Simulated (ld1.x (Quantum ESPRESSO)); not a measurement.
tungsten (W): one change to an RRKJ potential, before and after

| Property | Result |
| --- | --- |
| Element | tungsten (W) |
| Generator | ld1.x (Quantum ESPRESSO) 7.5 |
| Type | norm-conserving RRKJ (Kleinman–Bylander form) |
| Functional | PBE |
| Relativity | scalar-relativistic |
| Frozen core | [Kr] 4d10 4f14 5s2 |
| Valence charge | 12 |
| Reference configuration | 5p6 5d4 6s2 6p0 |
| Partial waves | 5p (bound): rc 2.10 bohr; 5d (bound): rc 2.70 bohr; 6s (bound): rc 2.75 bohr |
| Local potential | the s channel |
| Core correction | Bessel-smoothed model core, default radius (core density twice the valence density) |

Change: wave 5d (bound): rc 2.70 bohr becomes 5d (bound): rc 2.14 bohr.

Cutoffs: the cutoffs (Ry, on a coarse ladder) from which the occupation-weighted sum of valence levels, in a spherical-Bessel basis at the reference potential, stays within 10 and 1 mRy of its value at 400 Ry; they do not see the model core or the augmentation charge, which bear on the density cutoff. Errors are all-electron minus pseudo energies relative to the spin-unpolarised reference configuration.

Task: How do hardness, ghosts and transferability respond?

Result: The potential gets harder (25 Ry and 30 Ry → 30 Ry and 35 Ry); of the 7 tests that both files solve, the error grows in 4 and shrinks in 0 by more than 15 % and 0.3 meV (median size 39.5 → 46.4 meV); neither file shows a bound ghost. A smaller radius makes the pseudo-wave follow the all-electron one further in, where it bends more sharply, so more plane waves are needed. That the errors move this way runs against the usual rule that smaller radii transfer better.

```csv
quantity,base,changed
"cutoff, loose",25 Ry,30 Ry
"cutoff, tight",30 Ry,35 Ry
loose cutoff by channel (10 mRy a level),"p 21 Ry, d 18 Ry, s 6 Ry","p 21 Ry, d 25 Ry, s 6 Ry"
bound ghosts,none,none
"error for 5p6 5d4 6s1 6p0, meV [ΔE 8.88 eV]",-8.3,-9.8
"error for 5p6 5d4 6s0 6p0, meV [ΔE 24.56 eV]",-46,-46
"error for 5p6 5d3 6s0 6p0, meV [ΔE 49.94 eV]",-90,-81
"error for 5p6 5d4.5 6s1.5 6p0, meV [ΔE 0.70 eV]",-5.7,-11
"error for 5p6 5d4 6s0 6p1, meV [ΔE 14.34 eV]",-851,-852
"error for 5p6 5d5 6s1 6p0, meV [ΔE 1.54 eV]",-19,-37
"error for 5p6 5d5 6s0 6p0, meV [ΔE 9.69 eV]",-39,-81
s: phases at 3.01 bohr within 0.05 rad from the reference energy up to (Ry; the scan ends near 5),2.0,2.0
p: phases at 3.01 bohr within 0.05 rad from the reference energy up to (Ry; the scan ends near 5),-0.7,-0.7
d: phases at 3.01 bohr within 0.05 rad from the reference energy up to (Ry; the scan ends near 5),1.0,1.1
```
